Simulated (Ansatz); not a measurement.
Method: frozen-core CCSD(T)/def2-TZVPP // BP86-D3(BJ)/def2-SVP in Ansatz (a program for electronic structure). The restricted HF reference is unstable towards unrestricted orbitals. Warnings of the run: large_difference.

Ansatz 0.2 input:
```yaml
crystal:
  periodic: [false, false, false]
  atoms:
    - { symbol: Cr, position_ang: [-0.013161, 0.040453, -0.005553] }
    - { symbol: O, position_ang: [-0.241984, -1.261593, -0.853768] }
    - { symbol: O, position_ang: [-0.093817, -0.130874, 1.553799] }
    - { symbol: N, position_ang: [-1.297596, 1.220511, -0.479166] }
    - { symbol: H, position_ang: [-1.619927, 1.974123, 0.135159] }
    - { symbol: H, position_ang: [-1.715527, 1.249795, -1.413859] }
    - { symbol: N, position_ang: [1.646015, 0.64359, -0.392833] }
    - { symbol: H, position_ang: [2.191918, 1.230775, 0.244671] }
    - { symbol: H, position_ang: [2.097198, 0.498816, -1.300915] }
basis:
  gaussian: { orbitals: def2-TZVPP }
correlation:
  method: ccsd_t
```

Output:

```
Functional definition: HF
1571 factors; integrals over basis functions are off by at most 8.3e-4 eV
mean field evaluation 1: about -35464.7704 eV, gradient 1.2e2 eV
mean field evaluation 2: about -35465.0597 eV, gradient 1.2e2 eV
mean field evaluation 4: about -35484.3853 eV, gradient 4.1e1 eV
mean field evaluation 8: about -35486.6815 eV, gradient 1.2e0 eV
mean field evaluation 16: about -35486.7316 eV, gradient 5.5e-3 eV
mean field evaluation 32: about -35486.7309 eV, gradient 2.4e-1 eV
mean field evaluation 64: about -35478.6368 eV, gradient 1.9e1 eV
mean field evaluation 96: about -35463.6783 eV, gradient 8.1e1 eV
mean field evaluation 128: about -35479.5270 eV, gradient 1.7e0 eV
mean field evaluation 160: about -35478.4981 eV, gradient 7.1e0 eV
mean field evaluation 192: about -35480.9415 eV, gradient 1.4e0 eV
mean field evaluation 224: about -35477.1226 eV, gradient 1.8e0 eV
mean field evaluation 256: about -35477.8007 eV, gradient 1.1e0 eV
mean field evaluation 288: about -35477.2249 eV, gradient 4.7e-2 eV
mean field evaluation 320: about -35478.0667 eV, gradient 2.5e1 eV
mean field evaluation 352: about -35475.1215 eV, gradient 8.6e0 eV
mean field evaluation 384: about -35474.4824 eV, gradient 2.8e-1 eV
mean field evaluation 416: about -35476.3310 eV, gradient 1.7e-1 eV
mean field -35486.73160086 eV, -1304.1133325610 hartree, gradient 1.8e-6 eV, S^2 0.000000; 0 other end points of the search recorded, 0 dependent functions left out; unrestricted orbitals would lower it
mean field evaluation 448: about -35487.4354 eV, gradient 3.8e0 eV
mean field evaluation 480: about -35486.1667 eV, gradient 1.6e0 eV
mean field evaluation 512: about -35486.7316 eV, gradient 1.9e-5 eV
mean field evaluation 544: about -35489.0048 eV, gradient 1.3e-1 eV
mean field evaluation 576: about -35487.2708 eV, gradient 3.9e0 eV
mean field evaluation 608: about -35400.1197 eV, gradient 1.3e2 eV
mean field evaluation 640: about -35480.5443 eV, gradient 3.2e0 eV
mean field evaluation 672: about -35489.1863 eV, gradient 2.0e0 eV
mean field evaluation 704: about -35487.8981 eV, gradient 2.9e0 eV
mean field evaluation 736: about -35453.5086 eV, gradient 6.7e1 eV
mean field evaluation 768: about -35483.9883 eV, gradient 2.0e1 eV
mean field evaluation 800: about -35487.7060 eV, gradient 5.4e0 eV
mean field evaluation 832: about -35486.7219 eV, gradient 3.0e-1 eV
mean field evaluation 864: about -35489.4669 eV, gradient 2.2e0 eV
mean field evaluation 896: about -35484.6654 eV, gradient 5.5e0 eV
mean field evaluation 928: about -35484.4743 eV, gradient 1.0e1 eV
mean field evaluation 960: about -35486.7316 eV, gradient 1.1e-4 eV
mean field evaluation 992: about -35486.7316 eV, gradient 4.7e-3 eV
unrestricted determinant -35489.54146056 eV, -1304.2165930005 hartree, S^2 2.2261
9 core orbitals not correlated
reference -35486.73160086 eV, -1304.1133325610 hartree; 20, 20 occupied and 215, 215 virtual orbitals, 1571 factors
second order -51.06563970 eV of doubles, -0.00000000 eV of singles
cycle   1  -34.64213643 eV  change     1.6e1 eV  update   7.3e-1
cycle   2  -43.26887559 eV  change    -8.6e0 eV  update    1.1e0
cycle   3  -44.41378330 eV  change    -1.1e0 eV  update   1.1e-1
cycle   4  -44.30625415 eV  change    1.1e-1 eV  update   8.0e-2
cycle   5  -44.26545450 eV  change    4.1e-2 eV  update   2.5e-2
cycle   6  -44.32545005 eV  change   -6.0e-2 eV  update   1.3e-2
cycle   7  -44.33712676 eV  change   -1.2e-2 eV  update   4.9e-3
cycle   8  -44.32499694 eV  change    1.2e-2 eV  update   3.8e-3
cycle   9  -44.31844200 eV  change    6.6e-3 eV  update   1.5e-3
cycle  10  -44.31891664 eV  change   -4.7e-4 eV  update   8.0e-4
cycle  11  -44.32025975 eV  change   -1.3e-3 eV  update   5.0e-4
cycle  12  -44.32013719 eV  change    1.2e-4 eV  update   3.0e-4
cycle  13  -44.32017950 eV  change   -4.2e-5 eV  update   1.8e-4
cycle  14  -44.32047437 eV  change   -2.9e-4 eV  update   7.7e-5
cycle  15  -44.32044263 eV  change    3.2e-5 eV  update   5.7e-5
cycle  16  -44.32041181 eV  change    3.1e-5 eV  update   3.0e-5
perturbative correction -3.69874636 eV, -0.1359264216 hartree
WARN: the results are in doubt because among natural orbitals full CI differs from the method by -0.085 eV
Total energy: -35534.75075903 eV, -1305.8780040752 hartree
In doubt: among natural orbitals full CI differs from the method by -0.085 eV
```

Cost: roughly 23 core-minutes.
